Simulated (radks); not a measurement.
The numbers below are computed, except where a source is named.
Task: All-electron atom: the bismuth ion Bi6+ in [Xe] 4f14 5d9 (the NIST ground configuration). Code: a radial shooting solver on a logarithmic mesh with Libxc functionals. Model: scalar-relativistic Kohn-Sham, LDA (Slater exchange, VWN5 correlation), spin-polarised, spherical densities, finite nucleus; open shells are filled with parallel spins first (spin-orbit coupling, left out, can overturn this in heavy ions); Fermi nuclear charge, rms radius 5.5211 fm. Some entries of the table are withheld. Estimate them.

orbital  occ.  eigenvalue (Ry)  <1/r> (bohr^-1)  <r^2> (bohr^2)
1s up       1        -6660.674            103.1       0.0003468
1s down     1        -6660.674            103.1       0.0003468
2s up       1        -1201.546            24.24        0.005251
2s down     1        -1201.537            24.24        0.005251
2p up       3        -1029.533            21.22        0.004488
2p down     3        -1029.526            21.22        0.004488
3s up       1        -294.2384            8.980         0.03375
3s down     1        -294.2336            8.980         0.03375
3p up       3        -245.0689            8.106         0.03504
3p down     3        -245.0638            8.106         0.03504
3d up       5        -195.4726            7.602         0.02903
3d down     5        -195.4656            7.602         0.02903
4s up       1        -71.74287            3.877          0.1607
4s down     1        -71.73375            3.877          0.1607
4p up       3        -55.61637            3.479          0.1843
4p down     3        -55.60721            3.480          0.1843
4d up       5        -37.14117            3.132          0.2060
4d down     5        -37.13050            3.132          0.2059
5s up       1        -17.07600            1.656          0.7648
5s down     1        -17.02910            1.657          0.7638
4f up       7        -16.78100              (1)          0.2314
4f down     7        -16.76815              (2)          0.2311
5p up       3        -12.48110            1.427          0.9875
5p down     3        -12.42777            1.428          0.9868
5d up       5         -7.26850            1.121           1.538
5d down     4         -7.21310            1.121           1.542

Result: 
(1) 4f up <1/r> (bohr^-1): 2.748
(2) 4f down <1/r> (bohr^-1): 2.748
